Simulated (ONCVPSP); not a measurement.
## Transferability test, ONCV potential for manganese

- Element: manganese (Mn)
- Generator: ONCVPSP 4.0.1
- Type: optimised norm-conserving Vanderbilt (ONCV)
- Functional: PBE
- Relativity: fully relativistic
- Frozen core: [Ne]
- Valence charge: 15
- Reference configuration: 3s2 3p6 3d5 4s2
- Partial waves: 3s+4s: rc 1.10 bohr, ncon 4, nbas 8, qcut 11.4 1/bohr, 2 projectors; 3p: rc 1.30 bohr, ncon 4, nbas 8, qcut 8.7 1/bohr, 2 projectors, debl 1.4 Ha; 3d: rc 1.10 bohr, ncon 4, nbas 9, qcut 13.3 1/bohr, 3 projectors, debl 3.5 Ha
- Local potential: polynomial inside 0.70 bohr (lpopt 3, dvloc0 3 Ha)
- Core correction: Teter function, fcfact 6, rcfact 1.75

Open shells are filled in proportion to 2j + 1.

In the p channel the program set the typed energies aside and used -1.990, 0.250 Ha (j = l + 1/2; the other j can differ).

Energies are relative to the spin-unpolarised reference configuration 3s2 3p6 3d5 4s2; without spin polarisation the order of configurations can differ from experiment.

```tsv
valence configuration	charge	ΔE all-electron (eV)	error AE − PS (meV)
3s2 3p6 3d5 4s0	+2	24.015	+1.8
3s2 3p6 3d4 4s0	+3	56.534	+3.1
3s2 3p6 3d6 4s1	0	-0.358	+2.4
```

(1) What are ΔE and the potential's error for 3s2 3p6 3d5 4s1?

Levels in the configuration 3s2 3p6 3d5 4s1:

```json
{"level": "3s j=1/2", "all-electron (eV)": "-94.085", "pseudo (eV)": "-94.083"}
{"level": "3p j=3/2", "all-electron (eV)": "-62.399", "pseudo (eV)": "-62.396"}
{"level": "3p j=1/2", "all-electron (eV)": "-63.667", "pseudo (eV)": "-63.664"}
{"level": "3d j=5/2", "all-electron (eV)": "-14.860", "pseudo (eV)": "-14.863"}
{"level": "3d j=3/2", "all-electron (eV)": "-14.980", "pseudo (eV)": "-14.982"}
{"level": "4s j=1/2", "all-electron (eV)": "-11.877", "pseudo (eV)": "-11.876"}
```

## Answers

(1) ΔE = 8.416 eV all-electron; the error (AE − PS) is +0.5 meV.
